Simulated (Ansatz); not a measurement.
Consider the redistribution: `C[O][In]([OH])[OH]` + `[SiH3][O][Ge][O][SiH3]` → `C[O][In]([OH])[O][SiH3]` + `[OH][Ge][O][SiH3]`.

Gas-phase electronic energies from Ansatz, PBE0-D4/def2-TZVP geometries. CCSD(T)/CBS adds triple-zeta CCSD(T) − MP2 to the extrapolated MP2 energy (def2 sets, frozen cores). DFT in def2-TZVPP. def2 core potentials past Kr. For Ge, In outer-core shells are correlated without core-valence functions, which leaves a few kJ/mol of doubt a bond. Scalar relativity is left out up to krypton. Each species was taken in one conformer, which may not be the lowest.

```csv
level,ΔE (kJ/mol)
PBE-D4,-2.1
r2SCAN-D4,-4.8
r2SCAN,-4.9
HF/def2-TZVPP,-5.4
MP2/def2-TZVPP,-4.6
CCSD/def2-TZVPP,-5.1
HF/def2-QZVPP,-5.5
MP2/CBS(def2),-4.0
```

Q: What does CCSD(T)/CBS give? (Best estimate.)

A: Computed: -4.6 kJ/mol. The listed levels differ from it by 2.5, -0.2, -0.3, -0.8, 0.0, -0.5, -0.9, 0.6 kJ/mol.

Largest T1 diagnostic among the species: 0.017.
